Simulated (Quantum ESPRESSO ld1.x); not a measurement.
Question: The rhenium ion Re43+, 32 electrons, occupied as [Ar] 3d10 4s(up 1, down 1) 4p2. Calculated with ld1.x of Quantum ESPRESSO 7.5: scalar-relativistic Kohn-Sham, LDA (Slater exchange, VWN5 correlation), spin-polarised, spherical densities, point nucleus, Perdew-Zunger self-interaction correction; open shells are filled with parallel spins first. Some entries of the table are withheld. Estimate them.

| orbital | occ. | eigenvalue (eV) | <1/r> (bohr^-1) |
|---|---|---|---|
| 1s up | 1 | -74306.9 | 88.79 |
| 1s down | 1 | -74304.7 | 88.80 |
| 2s up | 1 | -14611.4 | 20.79 |
| 2s down | 1 | -14610.0 | 20.79 |
| 2p up | 3 | -13069.1 | 18.79 |
| 2p down | 3 | -13067.2 | 18.79 |
| 3s up | 1 | -4900.29 | 7.825 |
| 3s down | 1 | -4898.08 | 7.827 |
| 3p up | 3 | -4436.00 | (1) |
| 3p down | 3 | -4433.58 | (2) |
| 3d up | 5 | -3935.72 | 6.834 |
| 3d down | 5 | -3933.54 | 6.836 |
| 4s up | 1 | -2347.68 | 3.820 |
| 4s down | 1 | -2337.74 | 3.823 |
| 4p up | 2 | -2171.13 | (3) |
| 4p down | 0 | -2161.19 | (4) |

Answer: 
(1) 3p up <1/r> (bohr^-1): 7.229
(2) 3p down <1/r> (bohr^-1): 7.231
(3) 4p up <1/r> (bohr^-1): 3.581
(4) 4p down <1/r> (bohr^-1): 3.582
